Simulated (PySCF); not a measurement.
# Computed records: AlBFH$_{4}$Si

Computed with PySCF 2.14.0. Calculation on a computer-drawn molecule: optimised geometry and harmonic frequencies of an isolated molecule of the commonest isotopes, restricted reference for singlets and unrestricted otherwise, frozen core in MP2.

```json
{"formula": "AlBFH4Si", "start_structure": {"atoms_angstrom": [["F", 0.8903, -0.2381, 1.4318], ["B", 0.0406, -0.6979, 0.6185], ["Al", -2.1299, -0.3633, 0.7733], ["Si", 0.4453, -0.3629, -1.3401], ["H", -3.3013, -0.5504, 1.6], ["H", -0.5372, -0.9369, -2.2485], ["H", -1.7774, 0.6605, -0.5122], ["H", 1.4773, 0.1214, -2.2036]]}, "given": {"charge": 1, "multiplicity": 1, "method": "HF", "basis": "cc-pV(D+d)Z", "drawn_bonds_atom": [1, 2, 2, 3, 4, 4, 4], "drawn_bonds_other_atom": [2, 3, 4, 5, 6, 7, 8], "drawn_bonds_order": [1, 1, 1, 1, 1, 1, 1]}, "results": {"optimised_atom_element": ["F", "B", "Al", "Si", "H", "H", "H", "H"], "optimised_atom_x [angstrom]": [0.7732, -0.1576, -2.196, 0.07424, -3.604, -0.5288, -0.7472, 1.494], "optimised_atom_y [angstrom]": [-0.3342, -0.3279, -0.6085, -0.1059, -0.7993, -1.324, 1.075, 0.05779], "optimised_atom_z [angstrom]": [1.422, 0.5057, 1.471, -1.527, 2.107, -2.111, -1.874, -1.876], "modes_frequency [cm^-1]": [46.71, 114.5, 239.9, 261.7, 343.0, 390.9, 398.6, 579.9, 654.9, 734.2, 970.7, 1003, 1009, 1352, 2103, 2325, 2327, 2377], "modes_reduced_mass [dalton]": [1.066, 3.735, 4.485, 1.985, 7.829, 1.408, 1.187, 1.575, 1.726, 3.424, 1.148, 1.036, 1.039, 12.52, 1.047, 1.023, 1.051, 1.047], "rotational_constants [GHz]": [5.72, 2.222, 1.631], "total_energy [hartree]": -657.0584, "convergence_status_largest_gradient_component [hartree/bohr]": 3.906e-06}}
```
